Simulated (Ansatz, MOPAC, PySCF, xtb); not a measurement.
Isomers of C2H6S: 1 is CCS, 2 is CSC; one conformer of each (the lowest of an xTB search), B3LYP-D3(BJ)/def2-TZVP minima.
Isomer 1 (charge 0, multiplicity 1):
```xyz
9

C     -0.918    -0.301    -0.083
C      0.323     0.568    -0.219
S      1.606     0.243     1.043
H     -1.661    -0.026    -0.836
H     -1.367    -0.188     0.904
H     -0.674    -1.355    -0.222
H      0.769     0.471    -1.209
H      0.076     1.622    -0.080
H      1.845    -1.034     0.701
```
Isomer 2 (charge 0, multiplicity 1):
```xyz
9

C      1.3639     0.0907    -0.1941
S      0.1933    -0.7807     0.8786
C     -1.3578    -0.1153     0.2217
H      1.2823     1.1708    -0.0674
H      1.2045    -0.1693    -1.2411
H      2.3645    -0.2240     0.0990
H     -1.4022     0.9676     0.3428
H     -2.1685    -0.5673     0.7914
H     -1.4799    -0.3725    -0.8310
```

No zero-point or thermal terms.

The state that AM1 reach isn't checked.

Programs: Ansatz (Gaussian orbitals); MOPAC for AM1 (differences of heats of formation); PySCF for the dispersion terms; xtb for the GFN methods. Values without a source in brackets are computed.

Question: One of these levels gives 1.98 kcal/mol for the electronic energy of isomer 2 less that of isomer 1. Name it.
(A) r2SCAN-D3(BJ)/def2-TZVPP
(B) AM1
(C) GFN2-xTB

Answer: B, AM1. The others give 4.20 (GFN2-xTB), 1.13 (r2SCAN-D3(BJ)/def2-TZVPP)

Ansatz is a program for electronic structure.
